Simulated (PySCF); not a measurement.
Al(All)(F)(OH) (C3H6AlFO), SMILES C=C[CH2][Al]([OH])[F].

Coordinates come from a PBE0-D3(BJ)/def2-SVP optimisation. The structure was generated by enumeration; whether it is a known compound was not checked. One conformer was computed; it need not be the lowest.

Level of theory: PBE0-D3(BJ)/def2-SVP (PySCF).

Frequencies are harmonic and unscaled.

Problem. Estimate the vibrational spectrum. (An estimate is asked for; the answer gives what the named calculation found.)

Solution. 
| mode | ν (cm⁻¹) | IR (km/mol) | Raman (Å⁴/amu) | depolarisation | moving atoms (share of kinetic energy) |
|---|---|---|---|---|---|
| 1 | 34 | 4.9 | 4.0 | 0.72 | C 60 %, H 17 %, F 10 % |
| 2 | 69 | 0.1 | 1.1 | 0.75 | F 31 %, C 27 %, O 26 %, H 13 % |
| 3 | 144 | 0.7 | 3.9 | 0.66 | H 42 %, C 34 %, O 15 % |
| 4 | 192 | 4.2 | 6.0 | 0.62 | H 30 %, C 28 %, F 22 %, Al 13 % |
| 5 | 237 | 50.4 | 0.9 | 0.74 | F 32 %, O 24 %, H 19 %, Al 16 %, C 9 % |
| 6 | 252 | 37.6 | 0.9 | 0.58 | Al 64 %, H 11 %, F 10 %, O 10 % |
| 7 | 352 | 166.3 | 0.5 | 0.74 | H 86 %, O 12 % |
| 8 | 421 | 0.2 | 3.1 | 0.59 | H 52 %, C 46 % |
| 9 | 566 | 69.0 | 7.9 | 0.11 | H 54 %, C 32 % |
| 10 | 577 | 81.5 | 7.2 | 0.05 | H 49 %, O 30 %, F 10 %, C 9 % |
| 11 | 669 | 25.6 | 2.2 | 0.70 | H 65 %, C 30 % |
| 12 | 714 | 38.1 | 10.9 | 0.34 | H 57 %, C 32 %, F 9 % |
| 13 | 842 | 107.6 | 1.1 | 0.75 | Al 41 %, F 27 %, H 14 %, O 12 % |
| 14 | 913 | 46.2 | 2.8 | 0.75 | H 73 %, C 27 % |
| 15 | 936 | 59.8 | 1.6 | 0.64 | Al 29 %, H 27 %, O 20 %, C 16 %, F 8 % |
| 16 | 943 | 79.2 | 3.9 | 0.09 | C 39 %, H 26 %, Al 19 %, O 9 % |
| 17 | 999 | 19.6 | 1.1 | 0.75 | H 71 %, C 25 % |
| 18 | 1027 | 71.8 | 13.9 | 0.30 | H 86 %, C 13 % |
| 19 | 1049 | 25.5 | 25.3 | 0.34 | H 69 %, C 30 % |
| 20 | 1191 | 24.0 | 5.7 | 0.72 | H 61 %, C 39 % |
| 21 | 1310 | 1.3 | 15.7 | 0.35 | H 79 %, C 21 % |
| 22 | 1407 | 5.9 | 10.7 | 0.61 | H 90 %, C 10 % |
| 23 | 1433 | 5.9 | 10.8 | 0.53 | H 83 %, C 17 % |
| 24 | 1689 | 31.4 | 41.9 | 0.15 | C 86 %, H 14 % |
| 25 | 3103 | 0.7 | 105.6 | 0.16 | H 95 % |
| 26 | 3155 | 4.0 | 33.0 | 0.23 | H 94 % |
| 27 | 3163 | 2.7 | 141.3 | 0.24 | H 92 %, C 8 % |
| 28 | 3195 | 1.3 | 76.4 | 0.57 | H 90 %, C 10 % |
| 29 | 3267 | 2.3 | 81.0 | 0.58 | H 89 %, C 11 % |
| 30 | 3986 | 111.5 | 132.5 | 0.28 | H 94 % |
